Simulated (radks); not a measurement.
Q: Charge is removed step by step from the 5d up level of the hafnium ion Hf+, starting from [Xe] 4f14 5d(up 1, down 0) 6s2. Calculated with a radial shooting solver on a logarithmic mesh with Libxc functionals: scalar-relativistic Kohn-Sham, PBE, spin-polarised, spherical densities, finite nucleus; Fermi nuclear charge, rms radius 5.347 fm. At the starting occupation the eigenvalue is -10.976 eV. Estimate the energy to remove one whole electron from this level, the eigenvalue at the end, and how far E(n) bends from a straight line.

A: Delta-SCF 15.619 eV; final eigenvalue -20.489 eV; the deviation from the straight line is -1.190 eV at 0.5 electron removed, the largest on the grid computed. Slater's transition state (half an electron removed) gives 15.565 eV. Integrating minus the eigenvalue over the occupation (Janak's theorem) gives 15.621 eV. In this scalar-relativistic scheme the density is built from large components alone, so the theorem holds only approximately. The mean slope of the eigenvalue, de/dn, is 9.51 eV per electron.
